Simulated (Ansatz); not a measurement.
FGeH3OS (`[OH][GeH]([F])[SH]`), 7 atoms. The species carries charge 0 and has multiplicity 1. Correlated methods include outer-core shells of Ge, which these sets cover unevenly. Scalar relativity is left out up to krypton. All runs use 2 threads of an Arm Neoverse V1 on a shared host. Correlated methods freeze the cores.

Problem. How many basis functions does each run have, and how long does it take in Ansatz? RHF-MP2/def2-QZVPP energy; RKS ωB97M-V/def2-QZVPP energy; RKS PBE-D4/def2-TZVPP energy and forces; RHF-CCSD(T)/def2-SVP energy; RKS B2PLYP (frozen core)/def2-TZVPP energy; RHF-CCSD(T)/def2-TZVPP energy; RKS PBE0-D4/def2-TZVP relaxation (7 steps); direct RPA on PBE orbitals/def2-TZVPP energy; RKS PBE0-D4/def2-TZVP frequencies; RKS SPW92 (LDA)/def2-TZVPP energy; RKS ωB97M-V/def2-SVP energy; RKS PBE0-D4/def2-SVP energy. (Estimate.)

Solution. The calculation gave: Other jobs shared the machine, so times are rough.

| level | job | functions | wall time | peak host memory (GiB) |
| --- | --- | --- | --- | --- |
| RKS SPW92 (LDA)/def2-TZVPP | energy | 194 | 1.7 s | 0.22 |
| RKS PBE0-D4/def2-SVP | energy | 93 | 2.8 s | 0.38 |
| RKS PBE-D4/def2-TZVPP | energy and forces | 194 | 3.4 s | 0.23 |
| direct RPA on PBE orbitals/def2-TZVPP | energy | 194 | 7 s | 0.38 |
| RHF-CCSD(T)/def2-SVP | energy | 93 | 8 s | 0.38 |
| RKS B2PLYP (frozen core)/def2-TZVPP | energy | 194 | 9 s | 0.43 |
| RKS ωB97M-V/def2-SVP | energy | 93 | 9.5 s | 0.38 |
| RKS ωB97M-V/def2-QZVPP | energy | 363 | 34 s | 1.2 |
| RHF-MP2/def2-QZVPP | energy | 363 | 34 s | 1.5 |
| RKS PBE0-D4/def2-TZVP | relaxation (7 steps) | 165 | 36 s | 0.41 |
| RKS PBE0-D4/def2-TZVP | frequencies | 165 | 2.4 min | 0.4 |
| RHF-CCSD(T)/def2-TZVPP | energy | 194 | 2.6 min | 2.3 |
